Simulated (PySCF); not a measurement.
C₆ coefficients of unlike pairs at B97-3

Calculated with PySCF 2.14 from the dipole response of each species, C₆(A,B) = (3/π) ∫ α_A(iu) α_B(iu) du, in atomic units, from isotropic polarisabilities. For ions this is the dispersion term alone; charge-induced terms of lower order in 1/R come first.

```
species      configuration                       basis     relativity  α (bohr³)  C₆ (like pair)
  P(2+)  [Ne] 3s2 3p1 (2P)     aug-cc-pVDZ-DK (5s4p2d)  spin-free X2C      9.189           33.02
 Ar(2+)  [Ne] 3s2 3p4 (3P)   def2-QZVPPD (10s7p5d2f1g)           none      4.808           16.88
      S  [Ne] 3s2 3p4 (3P)     aug-cc-pVDZ-DK (5s4p2d)  spin-free X2C      18.27           126.3
     Be      [He] 2s2 (1S)  aug-cc-pV5Z (7s6p5d4f3g2h)           none      42.40           252.0
```

Q: Estimate C₆ for Be with S.

A: The integral gives 158.6. The combination rule 2 C_A C_B / (C_A α_B/α_A + C_B α_A/α_B) gives 158.5 and the geometric mean 178.4.

No spin-orbit coupling is included.

The other pairs:

```json
{"pair": "Be, Ar(2+)", "C₆": "48.55"}
{"pair": "Be, P(2+)", "C₆": "80.87"}
{"pair": "S, P(2+)", "C₆": "64.55"}
{"pair": "S, Ar(2+)", "C₆": "44.02"}
{"pair": "Ar(2+), P(2+)", "C₆": "22.49"}
```
